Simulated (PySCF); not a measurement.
C₅H₉N, SMILES CC(C)=C=CN.

Coordinates come from a ωB97X-D3(BJ)/def2-SVP optimisation. The structure was generated by enumeration, and PubChem lists no compound with its InChIKey, so it may never have been made. Other conformers were not sampled.

Method: TDA-PBE/def2-SVPD in PySCF.

Vertical excitations. Gas-phase values at a fixed geometry.

Computed lowest excited states:
```csv
state,energy (eV),λ (nm),f,main pairs
S1,4.20,296,0.000,HOMO→LUMO 99 %
S2,4.89,253,0.015,"HOMO→LUMO+2 58 %, HOMO→LUMO+1 42 %"
S3,5.53,224,0.011,HOMO→LUMO+3 75 %
S4,5.66,219,0.003,"HOMO−1→LUMO 29 %, HOMO→LUMO+3 21 %, HOMO−1→LUMO+1 20 %, HOMO→LUMO+5 7 %"
S5,5.84,212,0.122,"HOMO→LUMO+5 32 %, HOMO−1→LUMO+1 18 %, HOMO−1→LUMO+2 16 %, HOMO→LUMO+1 13 %"
S6,5.96,208,0.007,HOMO→LUMO+4 89 %
S7,5.99,207,0.002,"HOMO−1→LUMO+2 60 %, HOMO−1→LUMO+1 31 %"
S8,6.19,200,0.144,"HOMO−1→LUMO+3 42 %, HOMO−1→LUMO 19 %, HOMO−1→LUMO+1 13 %, HOMO−1→LUMO+2 12 %"
S9,6.41,193,0.009,HOMO→LUMO+6 95 %
S10,6.70,185,0.027,HOMO→LUMO+7 97 %
T1,3.91,317,0,HOMO→LUMO 98 %
T2,4.14,299,0,"HOMO→LUMO+1 58 %, HOMO→LUMO+2 25 %, HOMO−1→LUMO 12 %"
T3,4.38,283,0,HOMO−1→LUMO 80 %
T4,4.82,257,0,"HOMO→LUMO+2 69 %, HOMO→LUMO+1 29 %"
```
Triplets are in the Tamm–Dancoff approximation.
